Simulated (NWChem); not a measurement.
Program: NWChem. System: HCl$_{3}$Si, charge 0, spin multiplicity 1, at a geometry optimised with B3LYP/def2-SVP. The structure started from a generated list of species. Level: TD-PBE/def2-SVP.

Part of the output:

```
             Northwest Computational Chemistry Package (NWChem) 7.3.0
             --------------------------------------------------------

                                NWChem Input Module
                                -------------------

 Scaling coordinates for geometry "geometry" by  1.889725989
 (inverse scale =  0.529177249)

 Turning off AUTOSYM since
 SYMMETRY directive was detected!

                             Geometry "geometry" -> ""
                             -------------------------

 Output coordinates in angstroms (scale by  1.889725989 to convert to a.u.)

  No.       Tag          Charge          X              Y              Z
 ---- ---------------- ---------- -------------- -------------- --------------
    1 Si                  14.0000     0.03249300     0.50697400     0.00000000
    2 Cl                  17.0000    -0.97933700    -0.11593000     1.67994700
    3 Cl                  17.0000    -0.97933700    -0.11593000    -1.67994700
    4 Cl                  17.0000     1.92445400    -0.30205300     0.00000000
    5 H                    1.0000     0.12682900     1.97888800     0.00000000

 Effective nuclear repulsion energy (a.u.)     334.4877882287

            Nuclear Dipole moment (a.u.)
            ----------------------------
        X                 Y               Z
 ---------------- ---------------- ----------------
    -0.0000170075     0.0000056692     0.0000000000

      Symmetry information
      --------------------

 Group name             Cs
 Group number              2
 Group order               2
 No. of unique centers     4

      Symmetry unique atoms

     1    2    4    5


 Summary of "ao basis" -> "" (spherical)
 ------------------------------------------------------------------------------
       Tag                 Description            Shells   Functions and Types
 ---------------- ------------------------------  ------  ---------------------
 *                          def2-svp                  on all atoms

  pbe96 is a nonlocal functional; adding pw91lda local functional.

                                 NWChem DFT Module
                                 -----------------

 Summary of "ao basis" -> "ao basis" (spherical)
 ------------------------------------------------------------------------------
       Tag                 Description            Shells   Functions and Types
 ---------------- ------------------------------  ------  ---------------------
[...]
     Occ.   31  a'  ---  Virt.   36  a"  -0.14373 X
     Occ.   32  a'  ---  Virt.   36  a"  -0.10655 X
     Occ.   33  a"  ---  Virt.   35  a'  -0.68421 X
  ----------------------------------------------------------------------------
  Root   6 singlet a'             0.280969861 a.u.                7.6456 eV
  ----------------------------------------------------------------------------
     Transition Moments    X -0.23191   Y  0.01486   Z  0.00002
     Transition Moments   XX -0.07160  XY  0.11170  XZ -0.00001
     Transition Moments   YY -0.01403  YZ -0.00001  ZZ  0.08563
     Dipole Oscillator Strength                    0.0101157998
     Electric Quadrupole                           0.0000000022
     Magnetic Dipole                               0.0000000624
     Total Oscillator Strength                     0.0101158644

          sigma_e =   1.9192 Angstrom
          sigma_h =   2.1728 Angstrom
         |d_h->e| =   0.6342 Angstrom
            d_exc =   3.1441 Angstrom
            d_CD1 =   0.8877 Angstrom
            d_CD2 =  -1.4118 Angstrom
            d_CD3 =   3.7782 Angstrom
     Pearson C.C. =  -0.1293

     Occ.   28  a'  ---  Virt.   34  a'  -0.61069 X
     Occ.   28  a'  ---  Virt.   35  a'  -0.10825 X
     Occ.   29  a"  ---  Virt.   36  a"   0.10825 X
     Occ.   30  a"  ---  Virt.   36  a"   0.14373 X
     Occ.   31  a'  ---  Virt.   34  a'   0.27695 X
     Occ.   31  a'  ---  Virt.   35  a'  -0.14373 X
     Occ.   31  a'  ---  Virt.   37  a'  -0.05559 X
     Occ.   32  a'  ---  Virt.   35  a'   0.10657 X
     Occ.   33  a"  ---  Virt.   36  a"  -0.68420 X
  ----------------------------------------------------------------------------
  Root   7 singlet a'             0.286032718 a.u.                7.7833 eV
  ----------------------------------------------------------------------------
     Transition Moments    X -0.11595   Y  0.00743   Z -0.00003
     Transition Moments   XX  0.29786  XY  0.32650  XZ -0.00006
     Transition Moments   YY -0.04309  YZ  0.00009  ZZ -0.25476
     Dipole Oscillator Strength                    0.0025740449
     Electric Quadrupole                           0.0000000230
     Magnetic Dipole                               0.0000016681
     Total Oscillator Strength                     0.0025757360

          sigma_e =   1.9111 Angstrom
          sigma_h =   2.1252 Angstrom
         |d_h->e| =   0.4927 Angstrom
            d_exc =   2.8632 Angstrom
            d_CD1 =   0.7068 Angstrom
            d_CD2 =  -1.5254 Angstrom
            d_CD3 =   3.3559 Angstrom
     Pearson C.C. =   0.0263

     Occ.   28  a'  ---  Virt.   34  a'   0.60401 X
     Occ.   30  a"  ---  Virt.   36  a"   0.09918 X
     Occ.   31  a'  ---  Virt.   34  a'   0.12044 X
     Occ.   31  a'  ---  Virt.   35  a'  -0.09916 X
     Occ.   32  a'  ---  Virt.   35  a'   0.69759 X
     Occ.   33  a"  ---  Virt.   36  a"  -0.33601 X
  ----------------------------------------------------------------------------
  Root   8 singlet a"             0.286032925 a.u.                7.7834 eV
  ----------------------------------------------------------------------------
     Transition Moments    X -0.00003   Y  0.00000   Z  0.11619
     Transition Moments   XX  0.00007  XY  0.00008  XZ  0.23213
     Transition Moments   YY -0.00001  YZ -0.36116  ZZ -0.00006
     Dipole Oscillator Strength                    0.0025745196
     Electric Quadrupole                           0.0000000230
     Magnetic Dipole                               0.0000016680
     Total Oscillator Strength                     0.0025762106

          sigma_e =   1.9111 Angstrom
          sigma_h =   2.1252 Angstrom
         |d_h->e| =   0.4927 Angstrom
            d_exc =   2.8632 Angstrom
            d_CD1 =   0.7068 Angstrom
            d_CD2 =  -1.5255 Angstrom
            d_CD3 =   3.3558 Angstrom
     Pearson C.C. =   0.0263

     Occ.   29  a"  ---  Virt.   34  a'  -0.60405 X
     Occ.   30  a"  ---  Virt.   34  a'  -0.12044 X
     Occ.   30  a"  ---  Virt.   35  a'  -0.09922 X
     Occ.   31  a'  ---  Virt.   36  a"  -0.09915 X
     Occ.   32  a'  ---  Virt.   36  a"  -0.69755 X
     Occ.   33  a"  ---  Virt.   35  a'  -0.33602 X

              Target root =      1
          Target symmetry = none
      Ground state energy =  -1669.596707665577
        Excitation energy =      0.254613848375
     Excited state energy =  -1669.342093817202

  stored tddft:energy   -1669.3420938172021

 Task  times  cpu:       23.1s     wall:       23.1s

 Total times  cpu:       23.2s     wall:       23.2s
```

Task: Write an NWChem input that would produce this output.

Result: This is not unique; one that fits is 
```
start mol
memory heap 200 mb stack 900 mb global 1100 mb
geometry units angstroms nocenter noautoz
  Si     0.032493     0.506974     0.000000
  Cl    -0.979337    -0.115930     1.679947
  Cl    -0.979337    -0.115930    -1.679947
  Cl     1.924454    -0.302053     0.000000
  H      0.126829     1.978888     0.000000
  symmetry group Cs
end
basis spherical
  * library def2-svp
end
dft
  xc xpbe96 cpbe96
  semidirect memsize 60000000 filesize 0
  iterations 100
end
tddft
  rpa
  nroots 8
  notriplet
  thresh 1e-4
end
task tddft energy
```
